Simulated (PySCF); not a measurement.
[RuNMe4]-, C4H12NRu (charge -1 and singlet state).
Geometry (PBE0-D3(BJ)/def2-SVP, Å), atoms numbered from 1 in this order:
```
atom  x, y, z in Å
Ru1    0.0021   -0.0015    0.6776
N2     0.0169   -0.0099    2.2661
C3     1.9837   -0.0194   -0.0707
H4     2.5763    0.8428    0.2810
H5     1.9209    0.0574   -1.1723
H6     2.5290   -0.9501    0.1627
C7     0.0191    1.9883   -0.0431
H8    -0.0224    1.9372   -1.1476
H9     0.9378    2.5393    0.2228
H10   -0.8576    2.5719    0.2868
C11   -1.9930    0.0217   -0.0290
H12   -2.5353    0.9500    0.2208
H13   -2.5769   -0.8427    0.3306
H14   -1.9559   -0.0498   -1.1324
C15   -0.0256   -1.9842   -0.0645
H16   -0.9511   -2.5321    0.1830
H17    0.8419   -2.5765    0.2737
H18    0.0339   -1.9256   -1.1677
```

Method: PBE0-D3(BJ)/def2-SVP geometry optimisation, gas phase, def2 core potentials past Kr in PySCF.

(1) Which atoms are bound to Ru1, and at what distances?

(2) List the angles at Ru1.

(3) Describe the arrangement about Ru1 in numbers.

(4) What are the other bond lengths?

## Answers

(1) 5 atoms: N2 1.589 Å, C7 2.116 Å, C11 2.117 Å, C15 2.117 Å, C3 2.118 Å. The nearest atom not counted as bound is H8, at 2.66 Å (others tie with it).

(2) 
| angle | degrees | distance of the outer atoms (Å) |
| --- | --- | --- |
| C3–Ru1–C11 | 139.8 | 3.98 |
| C7–Ru1–C15 | 139.6 | 3.97 |
| N2–Ru1–C15 | 110.2 | 3.05 |
| N2–Ru1–C7 | 110.2 | 3.05 |
| N2–Ru1–C3 | 110.2 | 3.05 |
| N2–Ru1–C11 | 110.0 | 3.05 |
| C7–Ru1–C11 | 83.3 | 2.81 |
| C11–Ru1–C15 | 83.2 | 2.81 |
| C3–Ru1–C15 | 83.1 | 2.81 |
| C3–Ru1–C7 | 83.1 | 2.81 |

(3) τ5 = (β − α)/60° = 0.00 from the two widest angles, 139.8° and 139.6° (0 for a square pyramid, 1 for a trigonal bipyramid).

(4) C3–H4 and 11 like bonds 1.105 Å.

Point group: near C4v, missed by 0.16 Å at most; the miss may be what the optimiser left on a soft mode (C4 holds within 0.08 Å). Charge -1, singlet. The geometry's basis has no diffuse functions, a weakness for an anion. No frequency check.
